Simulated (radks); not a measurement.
Species: Eu III. Configuration: [Xe] 4f6 5d1 (not the ground configuration).

All-electron calculation, scalar-relativistic Kohn-Sham, PBE, spin-polarised, spherical densities, finite nucleus; open shells are filled with parallel spins first (spin-orbit coupling, left out, can overturn this in heavy ions); Fermi nuclear charge, rms radius 5.1115 fm. Program: a radial shooting solver on a logarithmic mesh with Libxc functionals.

Energy parts (hartree):
total: -10842.7644
kinetic: 11614.7381
electron-nucleus: -26384.2045
Hartree: 4168.3526
exchange-correlation: -241.6506

Orbitals (lengths in bohr, moments of r in powers of bohr; <r^-3> diverges for s and p1/2; r(max) is where P^2 peaks):
| orbital | occ. | eigenvalue (hartree) | <r> | <r^2> | <r^-3> | r(max) |
|---|---|---|---|---|---|---|
| 1s up | 1 | -1778.004 | 0.02232 | 0.0006793 | - | 0.01420 |
| 1s down | 1 | -1778.004 | 0.02232 | 0.0006793 | - | 0.01420 |
| 2s up | 1 | -292.5847 | 0.09512 | 0.01068 | - | 0.08056 |
| 2s down | 1 | -292.5822 | 0.09512 | 0.01068 | - | 0.08056 |
| 2p up | 3 | -260.7784 | 0.08390 | 0.008592 | 10780 | 0.06513 |
| 2p down | 3 | -260.7766 | 0.08389 | 0.008591 | 10780 | 0.06513 |
| 3s up | 1 | -65.01090 | 0.2497 | 0.07122 | - | 0.2289 |
| 3s down | 1 | -64.93186 | 0.2495 | 0.07110 | - | 0.2288 |
| 3p up | 3 | -55.11022 | 0.2482 | 0.07136 | 2243 | 0.2245 |
| 3p down | 3 | -55.03151 | 0.2479 | 0.07122 | 2248 | 0.2244 |
| 3d up | 5 | -41.85870 | 0.2261 | 0.06011 | 303.5 | 0.1839 |
| 3d down | 5 | -41.79778 | 0.2258 | 0.05995 | 304.2 | 0.1838 |
| 4s up | 1 | -13.57705 | 0.5655 | 0.3608 | - | 0.5272 |
| 4s down | 1 | -13.38610 | 0.5654 | 0.3607 | - | 0.5271 |
| 4p up | 3 | -10.31497 | 0.5983 | 0.4071 | 498.9 | 0.5502 |
| 4p down | 3 | -10.12497 | 0.5984 | 0.4071 | 498.2 | 0.5499 |
| 4d up | 5 | -5.76733 | 0.6513 | 0.4918 | 56.39 | 0.5725 |
| 4d down | 5 | -5.57862 | 0.6520 | 0.4932 | 56.22 | 0.5722 |
| 4f up | 6 | -0.86755 | 0.8779 | 0.9996 | 7.478 | 0.5850 |
| 4f down | 0 | -0.69635 | 0.9151 | 1.111 | 7.198 | 0.5871 |
| 5s up | 1 | -2.31398 | 1.352 | 2.055 | - | 1.218 |
| 5s down | 1 | -2.20100 | 1.369 | 2.106 | - | 1.229 |
| 5p up | 3 | -1.51139 | 1.570 | 2.791 | 70.63 | 1.376 |
| 5p down | 3 | -1.41958 | 1.596 | 2.888 | 66.88 | 1.393 |
| 5d up | 1 | -0.57820 | 2.354 | 6.455 | 3.889 | 1.887 |
| 5d down | 0 | -0.52200 | 2.428 | 6.866 | 3.508 | 1.937 |

The highest occupied level is 5d up at -15.734 eV. The configuration is held as typed, so some empty levels lie below it. Spin moment in Bohr magnetons: 7. The electron density at the nucleus is 6.057e+05 e/bohr^3 (large components only). The density falls to 0.001 e/bohr^3 at r = 3.71 bohr. The spin density at the nucleus is -1.07 e/bohr^3 (1s 0.01, 2s -0.85, 3s -13.08, 4s 1.57, 5s 11.27). Summed over all electrons, <r^2> = 42.98 bohr^2, which gives a Langevin (diamagnetic) susceptibility term of -34 x 10^-6 cm^3/mol.
